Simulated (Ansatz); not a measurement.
Reaction: CH4BS (SMILES B(C)[S], doublet) → CH4BS (SMILES [BH]SC, doublet)
Each species at its own B3LYP-D3(BJ)/def2-TZVP minimum (Ansatz, a program for electronic structure).

Property: isomerisation energy (electronic), in kJ/mol. Open shells are spin-unrestricted; no spin-orbit coupling. CBS(X,Y): correlation extrapolated as X^-3, Hartree-Fock from the larger set. A bracket is a step between two methods taken in the basis named. The functionals are non-relativistic, so their misses hold any scalar relativity. Double hybrids freeze cores in their MP2 part. '+ core + X2C': CCSD(T) terms for core correlation (cc-pwCVTZ, 1s frozen past Ne) and scalar relativity (cc-pVTZ-DK).

CCSD(T)/CBS(cc-pV(T+d)Z,cc-pV(Q+d)Z) + [CCSDT(Q) - CCSD(T)]/cc-pV(D+d)Z + core + X2C (Ansatz) gives 133.9 kJ/mol.

Problem. What does PBE/def2-TZVPD (Ansatz) give here, and how do the other levels compare?

Solution. PBE gives 130.3 kJ/mol, 3.6 kJ/mol below it. Differences of the others: r2SCAN/def2-TZVPD (Ansatz) -4.7; B3LYP/def2-TZVPD (Ansatz) 7.3; B2PLYP/def2-TZVPD (Ansatz) 4.9; CCSD(T)/CBS(cc-pV(T+d)Z,cc-pV(Q+d)Z) + core + X2C (Ansatz) 0.3 kJ/mol. Nearer than PBE: CCSD(T)/CBS(cc-pV(T+d)Z,cc-pV(Q+d)Z) + core + X2C.
